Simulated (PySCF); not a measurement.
A calculated (UHF, PySCF 2.14, aug-cc-pwCVTZ-DK3, the spin-free X2C one-electron Hamiltonian (Gaussian nucleus)) atom or ion has these occupied shells.

```csv
shell,electrons,orbital energy (eV),"rms radius, mean of both spins (bohr)"
1s α,1,-31999.7,0.0319
1s β,1,-31999.7,0.0319
2s α,1,-5031.2,0.130
2s β,1,-5031.2,0.130
2p α,3,-4516.1,0.116
2p β,3,-4516.0,0.116
3s α,1,-1067.9,0.343
3s β,1,-1067.9,0.343
3p α,3,-895.89,0.343
3p β,3,-895.76,0.343
3d α,5,-634.82,0.322
3d β,5,-634.77,0.322
4s α,1,-224.34,0.814
4s β,1,-224.12,0.814
4p α,3,-168.32,0.877
4p β,3,-168.06,0.877
4d α,5,-83.912,1.04
4d β,5,-83.727,1.04
5s α,1,-47.833,2.07
5s β,1,-45.189,2.07
5p α,1,-36.484,2.39
```

**Question.** Name the element and its charge.

**Answer.** Te³⁺ (tellurium, charge +3), in [Kr] 4d10 5s2 5p1, 2P determinant.
